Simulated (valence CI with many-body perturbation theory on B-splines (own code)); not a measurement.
**Kr30+: what each term of the Hamiltonian does**

Computed by relativistic CI+MBPT: four valence electrons over a frozen Dirac-Fock core [He], a basis of 11 s, 11 p, 9 d, 7 f, 5 g, 2 h, 1 i functions for each j, with the one-electron correlation potential Σ1 (screened to all orders), the two-electron term Σ2, the three-electron term Σ3, Breit, model QED; selected single and double excitations, second order for the rest (own B-spline code, finite nucleus).

The last digits are not significant, and no measured levels were compared; by estimate large intervals hold to a few tenths of a per cent, small ones and those within an open d or f shell to about a per cent. Among the levels kept, up to 250 cm⁻¹ of a level comes from second order outside the variational space, and about a tenth of that is noise between levels of different J, which matters for small intervals.

Each rung adds one term. CI alone is the Dirac-Coulomb CI over the frozen core; QED comes last and gives the full result, which names the levels. Energies are above (2s^2 2p1/2^2) J=0 on the same rung, in × 10³ cm⁻¹.

Levels are named by their leading jj configuration (3d3/2^4 stands for four electrons in 3d with j = 3/2), which in mixed levels can hold well under half, so a name can repeat and another be missing. Letters in brackets count levels of one name in rising energy.

| Level | CI alone | Σ1 | Σ2 | Σ3 | Breit | QED | Full |
| --- | --- | --- | --- | --- | --- | --- | --- |
| (2s^2 2p1/2 2p3/2) J=1 | 406.20 | +0.30 | -0.32 | +0.10 | -10.71 | +1.10 | 396.67 |
| (2s^2 2p1/2 2p3/2) J=2 | 495.19 | +0.31 | -0.15 | -0.06 | -17.89 | +1.14 | 478.54 |
| (2s^2 2p3/2^2) J=2 | 957.37 | +0.58 | -0.11 | -0.08 | -25.17 | +2.03 | 934.62 |
| (2s^2 2p3/2^2) J=0 | 1142.8 | +0.56 | +0.70 | -0.42 | -18.21 | +1.75 | 1127.2 |
| (2s 2p1/2^2 2p3/2) J=2 | 1194.1 | -1.21 | -0.85 | +0.15 | -7.21 | -10.01 | 1175.0 |
| (2s 2p1/2^2 2p3/2) J=1 | 1546.1 | -1.23 | -1.37 | -0.44 | -2.09 | -10.25 | 1530.7 |
| (2s 2p1/2 2p3/2^2) J=2 [a] | 1674.9 | -1.04 | -1.05 | -0.18 | -9.59 | -9.53 | 1653.5 |
| (2s 2p1/2 2p3/2^2) J=3 | 1817.7 | -0.99 | -1.09 | -0.25 | -21.85 | -9.33 | 1784.1 |
| (2s 2p1/2 2p3/2^2) J=0 | 1973.2 | -0.97 | -0.65 | -0.41 | -7.39 | -9.35 | 1954.4 |
| (2s 2p1/2 2p3/2^2) J=1 [a] | 2023.9 | -0.96 | -1.46 | -0.51 | -11.74 | -9.30 | 1999.9 |
| (2s 2p1/2 2p3/2^2) J=2 [b] | 2094.6 | -0.95 | -1.76 | -0.60 | -17.96 | -9.27 | 2064.1 |
| (2s 2p1/2 2p3/2^2) J=1 [b] | 2176.1 | -1.02 | -2.89 | -0.93 | -10.11 | -9.61 | 2151.5 |
| (2s 2p3/2^3) J=2 | 2464.3 | -0.75 | -1.77 | -0.67 | -21.94 | -8.59 | 2430.6 |
| (2s 2p3/2^3) J=1 | 2724.7 | -0.72 | -2.67 | -1.00 | -20.97 | -8.56 | 2690.8 |
| (2p1/2^2 2p3/2^2) J=2 | 3074.8 | -2.53 | -3.86 | -0.97 | -3.22 | -20.71 | 3043.5 |
| (2p1/2^2 2p3/2^2) J=0 | 3269.1 | -2.49 | -3.61 | -1.04 | +2.63 | -20.54 | 3244.0 |
| (2p1/2 2p3/2^3) J=1 | 3518.3 | -2.26 | -3.82 | -0.95 | -9.78 | -19.82 | 3481.6 |
| (2p1/2 2p3/2^3) J=2 | 3623.0 | -2.26 | -3.49 | -0.95 | -15.90 | -19.83 | 3580.6 |
| (2p3/2^4) J=0 | 4194.6 | -1.94 | -3.31 | -1.04 | -17.73 | -18.68 | 4151.9 |
| (2s^2 2p1/2 3s) J=0 | 16261 | +2.49 | -0.08 | -0.62 | -22.84 | +3.81 | 16243 |
| (2s^2 2p1/2 3s) J=1 | 16276 | +2.49 | -0.23 | -0.62 | -23.72 | +3.85 | 16257 |
| (2s^2 2p1/2 3p1/2) J=1 | 16532 | +2.18 | -0.27 | -0.62 | -20.27 | +0.59 | 16513 |
| (2s^2 2p1/2 3p1/2) J=0 | 16660 | +2.16 | -0.42 | -0.61 | -18.88 | +0.43 | 16642 |
| (2s^2 2p1/2 3p3/2) J=1 | 16710 | +2.19 | -0.35 | -0.62 | -22.33 | +0.57 | 16690 |
| (2s^2 2p1/2 3p3/2) J=2 | 16727 | +2.25 | -0.31 | -0.62 | -24.41 | +0.87 | 16705 |
| (2s^2 2p3/2 3s) J=2 | 16760 | +2.78 | -0.11 | -0.63 | -35.52 | +4.73 | 16731 |
| (2s^2 2p3/2 3s) J=1 | 16794 | +2.78 | -0.32 | -0.63 | -35.14 | +4.77 | 16765 |
| (2s^2 2p1/2 3d3/2) J=2 | 16972 | +2.55 | -0.23 | -0.59 | -24.83 | +0.74 | 16950 |
| (2s 2p1/2^2 3s) J=1 | 16990 | +1.02 | -0.44 | -0.58 | -13.46 | -7.01 | 16970 |
| (2s^2 2p1/2 3d5/2) J=2 | 17068 | +2.55 | -0.36 | -0.59 | -26.37 | +0.81 | 17044 |
| (2s^2 2p1/2 3d3/2) J=1 | 17069 | +2.52 | -0.37 | -0.60 | -25.91 | +0.60 | 17045 |

The middle columns are the shifts that each term adds.

(1) How does the ionisation energy move along the ladder, and which term matters most?

Answers

(1) CI alone 3593.4, + Σ1 3593.7, + Σ2 3593.7, + Σ3 3593.6, + Breit 3590.2, + QED 3590.4 eV. The largest step is Breit, -3.4 eV. NIST lists 3584 ± 4 eV (semi-empirical).
